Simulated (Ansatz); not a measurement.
Reaction (ligand exchange at the Si–S bond): `O[SiH](O)S` + `N[SiH](Cl)Cl` → `O[SiH](O)N[SiH](Cl)Cl` + H₂S

Calculated with Ansatz (gas phase, PBE0-D4/def2-TZVP geometries, no zero-point term in ΔE). CCSD(T)/CBS is the MP2 limit (def2-TZVPP, def2-QZVPP) plus CCSD(T) − MP2 in def2-TZVPP, frozen cores. This one scheme is used for every species. DFT in def2-TZVPP. Each species was taken in one conformer, which may not be the lowest.

| species | ωB97M-V energy (Eh) |
| --- | --- |
| `O[SiH](O)S` | -840.68096 |
| `N[SiH](Cl)Cl` | -1266.57047 |
| `O[SiH](O)N[SiH](Cl)Cl` | -1707.88425 |
| H₂S | -399.37365 |

Task: Work out ΔE.

Result: ΔE = (-1707.88425) + (-399.37365) − (-840.68096) − (-1266.57047) = -0.00647 Eh = -4.1 kcal/mol. CCSD(T)/CBS gives -4.2 kcal/mol.

Largest T1 diagnostic among the species: 0.011.

From PBE to PBE0 (25 % exact exchange), in def2-TZVPP and without D4, ΔE moves by −1.1 kcal/mol. The D4 term adds −2.1 kcal/mol with B3LYP and −1.3 kcal/mol with PBE0; it sums over pairs of atoms, weighted by their polarisabilities, and B3LYP, whose exchange is more repulsive, gets the larger term.

B3LYP here is the variant with VWN-RPA as its local correlation; programs differ in this.
